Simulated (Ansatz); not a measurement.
The same hydrogenolysis along the group Al, Ga, In.

Gas-phase electronic energies from Ansatz, PBE0-D4/def2-TZVP geometries. CBS: MP2 limit from def2 TZ/QZ plus the TZ coupled-cluster correction, frozen cores. This one scheme is used for every species. DFT in def2-TZVPP. Elements past krypton have def2 core potentials. For Ga, In outer-core shells are correlated without core-valence functions, which leaves a few kJ/mol of doubt a bond. Scalar relativity is left out up to krypton. One conformer a species, not always the lowest.

| reaction | CCSD/CBS(def2) (eV) | HF/CBS(def2) (eV) | PBE-D4 (eV) | CCSD(T)/CBS(def2) (eV) |
| --- | --- | --- | --- | --- |
| `[CH3][Al]([NH2])[CH2]F` + H₂ → `[CH3][Al]([CH3])[NH2]` + H–F | -1.49 | -1.41 | -1.32 | -1.47 |
| `[CH3][Ga]([NH2])[CH2]F` + H₂ → `[CH3][Ga]([CH3])[NH2]` + H–F | -1.46 | -1.38 | -1.27 | -1.44 |
| `[CH3][In]([NH2])[CH2]F` + H₂ → `[CH3][In]([CH3])[NH2]` + H–F | -1.47 | -1.39 | -1.26 | -1.45 |

Largest T1 diagnostic: 0.013, for `[CH3][In]([NH2])[CH2]F`.
